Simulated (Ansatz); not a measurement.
BH$_{4}$NSn (`[BH]1[NH][SnH2]1`). The species carries charge 0 and has multiplicity 1. Sn: def2 effective core potential. The structure was optimised at the PBE0-D4/def2-TZVP level.

```xyz
7

B     1.097    0.613   -0.210
N    -0.003    0.363   -0.917
Sn   -0.367   -0.578    1.008
H     2.168    1.125   -0.198
H    -0.327    0.578   -1.848
H    -0.725   -2.212    0.620
H    -1.845    0.112    1.545
```

What is the dipole moment at PBE/def2-TZVPP? (Best estimate.)

Computed: 0.71 D, with components (0.06, 0.29, -0.65) D in this frame, pointing from negative to positive charge.

And with r2SCAN, B3LYP, ωB97M-V? (Best estimate.)

The calculation gave: r2SCAN 0.76 D, B3LYP 0.67 D, ωB97M-V 0.67 D.

Give the Mulliken charges with PBE, ωB97M-V, r2SCAN in def2-TZVPP. (Best estimate.)

The calculation gave: 
| atom | PBE | ωB97M-V | r2SCAN |
| --- | --- | --- | --- |
| B1 | -0.16 | -0.14 | -0.09 |
| N2 | -0.21 | -0.24 | -0.28 |
| Sn3 | 0.43 | 0.38 | 0.48 |
| H4 | 0.01 | 0.08 | 0.01 |
| H5 | 0.16 | 0.12 | 0.16 |
| H6 | -0.12 | -0.10 | -0.13 |
| H7 | -0.12 | -0.10 | -0.13 |

B3LYP here is the variant with VWN-RPA as its local correlation; programs differ in this.
